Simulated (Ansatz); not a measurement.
The cluster TiO3H2. The state is a triplet with charge 0. Geometry PBE0-D4/def2-SVP, that of the neutral singlet; atoms count from 1.

Cartesian coordinates in Å:
```
Ti 0.170 -0.100 0.343
O -0.765 1.291 0.929
O -1.500 0.055 0.927
O 0.558 -0.330 -1.370
H 0.230 -0.139 -2.253
H 1.306 -0.776 1.424
```

The structure holds one bond between oxygen atoms, so isomers without such links may lie far lower. At PBE0-D4/def2-TZVP a singlet of charge 0 lies 2.64 eV below the triplet at the same geometry. The structure comes from a short search, and lower isomers may exist.

Estimate the Mulliken populations from the PBE0/def2-TZVP orbitals of Ansatz.


```csv
atom,charge (e),spin (α − β),d electrons
Ti1,0.97,1.03,2.31
O2,-0.17,0.51,–
O3,-0.17,0.51,–
O4,-0.74,0.00,–
H5,0.33,0.00,–
H6,-0.21,-0.04,–
```
Mulliken values and Mayer orders depend strongly on the basis.

Where does the spin sit?

Summed by element: Ti 1.03, O 1.01, H -0.04, of 2 unpaired in all. Largest on single atoms: Ti1 1.03, O3 0.51, O2 0.51.

And the Mayer bond orders between bonded heavy atoms (over 0.3)?

Ti1–O2 0.60 (1.78 Å); Ti1–O3 0.60 (1.78 Å); Ti1–O4 0.99 (1.77 Å); O2–O3 1.31 (1.44 Å).
